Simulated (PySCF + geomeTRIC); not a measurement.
Species: [Ti(OCH3)4] (charge 0, multiplicity 1).

Give a relaxed geometry from PySCF + geomeTRIC with BP86-D3(BJ)/def2-SVP.

Several could match; the one computed here: the end point of this relaxation, one of several conformers.
Cartesian coordinates (Å) in one orientation:
```xyz
21

Ti     0.598    -0.291     0.363
O      0.736    -0.677     2.118
C     -0.006    -0.938     3.275
H     -1.100    -0.986     3.061
H      0.161    -0.145     4.041
H      0.298    -1.911     3.726
O      1.415     1.274     0.000
C      2.420     1.856    -0.781
H      3.244     2.246    -0.139
H      2.016     2.714    -1.366
H      2.860     1.125    -1.500
O      1.382    -1.601    -0.596
C      2.097    -2.799    -0.487
H      3.060    -2.734    -1.045
H      1.515    -3.647    -0.917
H      2.332    -3.045     0.576
O     -1.146    -0.148    -0.074
C     -2.092     0.779    -0.527
H     -1.647     1.793    -0.660
H     -2.935     0.866     0.197
H     -2.521     0.460    -1.506
```
